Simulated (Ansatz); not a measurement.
Program: Ansatz. Geometries: PBE0-D4/def2-TZVP. ΔE: electronic, gas phase. CCSD(T)/CBS is the MP2 limit (def2-TZVPP, def2-QZVPP) plus CCSD(T) − MP2 in def2-TZVPP, frozen cores. DFT in def2-TZVPP. B3LYP here is the variant with VWN-RPA as its local correlation; programs differ in this. HSE06 is defined as in plane-wave codes. For Ti outer-core shells are correlated without core-valence functions, which leaves a few kJ/mol of doubt a bond. Scalar relativity is left out up to krypton. Each species was taken in one conformer, which may not be the lowest.

Consider the substitution at a C–N bond: `BN(B)CC` + `[OH][Ti]([F])([F])[F]` → `CC[O][Ti]([F])([F])[F]` + `BNB`.

```csv
level,ΔE (kcal/mol),difference from CCSD(T)/CBS
LDA (SPW92),-0.3,0.6
BLYP-D4,-2.5,-1.6
r2SCANh-D4,-1.6,-0.7
r2SCAN0-D4,-1.4,-0.5
CAM-B3LYP-D4,-2.3,-1.4
ωB97X-V,-1.1,-0.2
ωB97M-V,-0.6,0.3
B2PLYP,-2.9,-2.0
revPBE,-3.1,-2.2
r2SCAN,-1.9,-1.0
B3LYP,-3.6,-2.7
HSE06,-1.8,-0.9
CAM-B3LYP,-2.8,-1.9
LC-ωPBE,-1.2,-0.3
MP2/def2-QZVPP,-0.4,0.5
SCS-MP2/def2-QZVPP,-1.1,-0.2
CCSD(T)/CBS,-0.9,0
```

**Question.** What do rigid-rotor, harmonic-oscillator terms from PBE0-D4/def2-TZVP frequencies (298.15 K, 1 bar) make of the CCSD(T)/CBS value? (Estimate.)

**Answer.** The calculation gave: ΔZPE = +0.9 kcal/mol, ΔH = +0.1 kcal/mol, ΔS = 9 J/(mol·K), ΔG = -0.6 kcal/mol. Modes under 50 cm⁻¹ make the entropy rough.

Largest T1 diagnostic among the species: 0.023, so the coupled-cluster value is less sure than usual.

From BLYP to BHLYP (50 % exact exchange), in def2-TZVPP and without D4, ΔE moves by +1.0 kcal/mol. In def2-TZVPP, CCSD(T) changes the Hartree–Fock value by +3.0 kcal/mol (the triples alone add −0.1 kcal/mol) and MP2 by +3.6 kcal/mol. At CCSD(T), def2-SVP lies −3.6 kcal/mol from the extrapolated value and def2-TZVPP −0.4 kcal/mol.
